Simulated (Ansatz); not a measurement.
## CH4ClFSi: structure from calculated spectroscopic constants

These gas-phase data were calculated for one isomer of CH4ClFSi at r2SCAN-D4/def2-SVP (harmonic, unscaled wavenumbers; equilibrium rotational constants with average atomic masses):

| Quantity | Value |
| --- | --- |
| rotational constants | 6.041, 3.265, 2.372 GHz |
| all wavenumbers above 1500 cm⁻¹ | 3155, 3150, 3041, 2280 |
| dipole moment | 2.23 D (PBE0/def2-TZVPD) |

Candidates:

(1) `C[Si@H](F)Cl`, a singlet
(2) `F[SiH2]CCl`, a singlet

Task: Assign the data to one candidate and say why.

Result: Candidate (1). 1 mode lies between 2000 and 2380 cm⁻¹, one for each Si–H bond, while (2) has 2.

The same quantities for all candidates:

|  | rotational constants (GHz) | wavenumbers above 1500 cm⁻¹ | dipole (D) | E above the lowest, r2SCAN-D4/def2-SVP (kcal/mol) |
| --- | --- | --- | --- | --- |
| (1) | 6.041, 3.265, 2.372 | 3155, 3150, 3041, 2280 | 2.23 | 0.0 |
| (2) | 17.53, 1.814, 1.696 | 3158, 3080, 2279, 2267 | 0.57 | 46.0 |

Harmonic stretches to hydrogen usually lie a few per cent above observed fundamentals. Each candidate is one conformer. Programs: Ansatz 0.2.0.
